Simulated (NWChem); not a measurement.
Molecule: SnNH₂Cl, singlet; SMILES [Cl][Sn][NH2]

All runs: NWChem. Low-valent species are run as closed-shell singlets; no triplet was tried in these runs. Geometry: optimised at PBE0/def2-SVP. No frequency run checked for a minimum. def2 effective core potentials on Sn; no spin-orbit coupling. Gas phase, vertical. One conformer.

B3LYP/def2-SVPD, TDA puts singlet state 2 at 4.72 eV with oscillator strength 0.051.

Q: Give the wavelength, the transition dipole and the radiative lifetime of that state in vacuum.

A: 
1. λ = 1239.84/4.72 = 263 nm, or 38070 cm⁻¹.
2. f = (2/3) ΔE μ² in atomic units, so μ = √(1.5 f/ΔE) = 0.66 a.u. = 1.69 D.
3. τ = 1.499 s cm⁻² / (f ν²) = 20 ns, for a non-degenerate state that emits at the vertical energy; a higher state like this one mostly decays faster by other paths.
